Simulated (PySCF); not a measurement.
# Shifts of the heteroatoms

Atom-mapped SMILES (the numbers label the heavy atoms): `[CH2:1]=[N:2][Si:3]([Cl:4])([Cl:5])[C:6]#[C:7][CH3:8]` (H(Xn): hydrogen on atom n). Ha(C1) is cis to Si3; Hb(C1) is trans to Si3.

- geometry: GFN2-xTB
- PBE0/pcSseg-1 with gauge-including orbitals
- run in PySCF 2.14
- single conformer, in vacuum, non-relativistic, averaged over atoms made equivalent by symmetry, fast rotation or ring inversion

(1) Predict the ²⁹Si NMR data.

(2) Predict the ¹⁵N NMR data.

Results:

(1) 
```json
{"atoms": "Si3", "environment": "silicon bonded to C, 2 Cl, N", "σ (ppm)": "383.9", "δ (ppm)": "-35.6"}
```

Shieldings were converted by a linear fit to measured shifts: ²⁹Si (scatter 8.9 ppm rms, 25.8 ppm with the 6 outliers that the fit left out vs TMS, solution or neat liquid). Occasional misses reach two or three times the rms, and more in compound classes unlike the fitted ones.

On a 300 MHz spectrometer ²⁹Si resonates near 59.6 MHz, so 1 ppm is 59.6 Hz.

(2) 
```json
{"atoms": "N2", "environment": "imine nitrogen", "σ (ppm)": "-155.0", "δ (ppm)": "-5.3"}
```

Shieldings were converted by a linear fit to measured shifts: ¹⁵N (scatter 6.3 ppm rms vs CH3NO2, solution or neat liquid). Occasional misses reach two or three times the rms, and more in compound classes unlike the fitted ones.

On a 300 MHz spectrometer ¹⁵N resonates near 30.4 MHz, so 1 ppm is 30.4 Hz.
